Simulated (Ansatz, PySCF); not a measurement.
AlF$_{2}$ (SMILES [F][Al][F]), doublet, at a GFN2-xTB geometry (such geometries of metal compounds can be far from the true shape) (the spin is typed, not shown lowest). Base run: MP2/6-311G** (PySCF).

Input for PySCF:
```python
from pyscf import gto, scf, mp

mol = gto.Mole()
mol.atom = '''
    Al    0.30691416    0.12978758    0.10495073
    F    -0.37803201    1.08352591   -1.07437289
    F    -0.06528844   -1.27099685    0.92277739
'''
mol.basis = '6-311g**'
mol.spin = 1
mol.verbose = 4
mol.build()

mf = scf.UHF(mol)
mf.kernel()

pt = mp.MP2(mf)
pt.kernel()
print('E(MP2) = %.10f' % pt.e_tot)
```

The same geometry, method and basis name were run in Ansatz (an electronic-structure program) and PySCF, at each program's defaults and at the settings that a row names. The base is PySCF at its defaults. Differences at the defaults can come from grids, fitting, cores and function types together.

| code and settings | ΔE vs base (mEh) | basis functions | E (Eh) | SCF cycles | SCF-reference dipole (D) |
|---|---|---|---|---|---|
| PySCF, defaults (exact integrals, spherical functions, all electrons correlated) | 0.000 | 62 | -441.57979 | 11 | 0.89 |
| Ansatz, defaults (factorised integrals, Cartesian functions, frozen core) | 161.5 | 63 | -441.41834 | - | - |
| PySCF, frozen core | 161.8 | 62 | -441.41797 | 11 | 0.89 |
| Ansatz, high accuracy, frozen core, Cartesian functions as the basis file defines them | 161.4 | 63 | -441.41834 | - | - |

Open shells are given as the SCF converged; they aren't shown to be the lowest states, and a large step between rows can be another state.
